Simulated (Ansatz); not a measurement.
Abridged output of a molecular run in Ansatz:

```
Functional definition: HF
1071 factors; integrals over basis functions are off by at most 1.1e-3 eV
mean field evaluation 1: about -4275.3969 eV, gradient 3.4e1 eV
mean field evaluation 2: about -4275.4036 eV, gradient 3.4e1 eV
mean field evaluation 4: about -4278.3808 eV, gradient 4.6e0 eV
mean field evaluation 8: about -4278.4480 eV, gradient 8.2e-4 eV
mean field -4278.44797862 eV, -157.2300631780 hartree, gradient 3.3e-6 eV, S^2 0.000000; 0 other end points of the search recorded, 0 dependent functions left out
4 core orbitals not correlated: weight in the atoms' cores, before any rotation towards them, 1.000 or more for the frozen orbitals, at most 0.000 for the correlated occupied ones
reference -4278.44797862 eV, -157.2300631780 hartree; 10, 10 occupied and 166, 166 virtual orbitals, 1071 factors
second order -16.51455472 eV of doubles, -0.00000000 eV of singles
cycle   1  -16.71686590 eV  change   -2.0e-1 eV  update   8.6e-2
cycle   2  -17.14919109 eV  change   -4.3e-1 eV  update   2.5e-2
cycle   3  -17.22229431 eV  change   -7.3e-2 eV  update   1.1e-2
cycle   4  -17.21832067 eV  change    4.0e-3 eV  update   2.5e-3
cycle   5  -17.21899860 eV  change   -6.8e-4 eV  update   1.1e-3
cycle   6  -17.21907760 eV  change   -7.9e-5 eV  update   3.3e-4
cycle   7  -17.21899698 eV  change    8.1e-5 eV  update   1.1e-4
cycle   8  -17.21900708 eV  change   -1.0e-5 eV  update   3.5e-5
cycle   9  -17.21900564 eV  change    1.4e-6 eV  update   1.1e-5
perturbative correction -0.79841327 eV, -0.0293411466 hartree
Total energy: -4296.46539753 eV, -157.8921911103 hartree
```

Its atoms:

Z-matrix (Å, degrees):
```
C
B 1 1.543
H 1 1.091 2 112.9
H 1 1.092 2 112.1 3 -124.0
H 1 1.096 2 108.3 3 118.2
C 2 1.446 1 161.6 3 -31.0
N 2 1.437 1 144.7 3 153.5
H 6 1.087 2 167.5 1 4.0
```

Question: Which basis set was used?
A. def2-SVPD
B. def2-SVP
C. def2-TZVPPD
D. def2-TZVPP

Answer: D. It gives 180 functions.

Question: Write the keys of the input that set method, charge and spin (a neutral closed shell needs none for the last two).

Answer: 
```yaml
correlation: {method: ccsd_t}
```
